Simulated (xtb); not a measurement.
xtb input (GFN1-xTB):

```bash
xtb mol.xyz --gfn 1 --sp --chrg 1 --uhf 0
```
mol.xyz:
```
6

C      1.30511154    -0.19030126     0.16000243
C      0.10291222    -0.01500586     0.01261670
C     -1.21447998     0.17708606    -0.14889130
H      2.36004904    -0.34412407     0.28933434
H     -1.58759968     1.04652208    -0.68808273
H     -1.93371204    -0.53307168     0.25638137
```

End of the output:

```
         :::::::::::::::::::::::::::::::::::::::::::::::::::::
         ::                     SUMMARY                     ::
         :::::::::::::::::::::::::::::::::::::::::::::::::::::
         :: total energy              -7.302604877874 Eh    ::
         :: gradient norm              0.020145450616 Eh/a0 ::
         :: HOMO-LUMO gap              1.892764176106 eV    ::
         ::.................................................::
         :: SCC energy                -7.490935240104 Eh    ::
         :: -> electrostatic           0.142646197637 Eh    ::
         :: repulsion energy           0.189501470969 Eh    ::
         :: dispersion energy         -0.001171108739 Eh    ::
         :: halogen bond corr.         0.000000000000 Eh    ::
         :: add. restraining           0.000000000000 Eh    ::
         :: total charge               1.000000000000 e     ::
         :::::::::::::::::::::::::::::::::::::::::::::::::::::

           -------------------------------------------------
          |                Property Printout                |
           -------------------------------------------------

    * Orbital Energies and Occupations

         #    Occupation            Energy/Eh            Energy/eV
      -------------------------------------------------------------
         1        2.0000           -0.9350054             -25.4428
         2        2.0000           -0.9140477             -24.8725
         3        2.0000           -0.8476792             -23.0665
         4        2.0000           -0.8277890             -22.5253
         5        2.0000           -0.8079037             -21.9842
         6        2.0000           -0.7769523             -21.1419
         7        2.0000           -0.7306191             -19.8812 (HOMO)
         8                         -0.6610613             -17.9884 (LUMO)
         9                         -0.4871933             -13.2572
        10                         -0.4401075             -11.9759
        11                         -0.3739332             -10.1752
        12                         -0.3339948              -9.0885
        13                         -0.3223446              -8.7714
        14                         -0.1374835              -3.7411
        15                          0.0210946               0.5740
        16                          0.0950945               2.5877
        17                          0.1893608               5.1528
        18                          1.0833732              29.4801
Note: The following floating-point exceptions are signalling: IEEE_DENORMAL
normal termination of xtb
      -------------------------------------------------------------
                  HL-Gap            0.0695578 Eh            1.8928 eV
             Fermi-level           -0.6958402 Eh          -18.9348 eV

  Mulliken/CM5 charges         n(s)   n(p)   n(d)
     1C     0.20197  0.15181   1.173  2.625  0.000
     2C     0.08531  0.07535   1.078  2.837  0.000
     3C     0.20820  0.11232   1.149  2.643  0.000
     4H     0.18188  0.23409   0.818  0.000  0.000
     5H     0.16132  0.21322   0.839  0.000  0.000
     6H     0.16132  0.21322   0.839  0.000  0.000

Wiberg/Mayer (AO) data.
largest (>0.10) Wiberg bond orders for each atom

 ---------------------------------------------------------------------------
     #   Z sym  total        # sym  WBO       # sym  WBO       # sym  WBO
 ---------------------------------------------------------------------------
     1   6 C    3.728 --     2 C    2.424     4 H    0.950     3 C    0.288
     2   6 C    3.984 --     1 C    2.424     3 C    1.550
     3   6 C    3.722 --     2 C    1.550     5 H    0.937     6 H    0.937
                             1 C    0.288
     4   1 H    0.962 --     1 C    0.950
     5   1 H    0.976 --     3 C    0.937
     6   1 H    0.976 --     3 C    0.937
 ---------------------------------------------------------------------------

Topologies differ in total number of bonds
Writing topology from bond orders to xtbtopo.mol

 dipole moment from electron density (au)
     X       Y       Z
  -0.2500   0.0365  -0.0306  total (Debye):    0.647

           -------------------------------------------------
          | TOTAL ENERGY               -7.302604877874 Eh   |
          | GRADIENT NORM               0.020145450616 Eh/α |
          | HOMO-LUMO GAP               1.892764176106 eV   |
           -------------------------------------------------

------------------------------------------------------------------------
------------------------------------------------------------------------
 total:
 SCF:
```
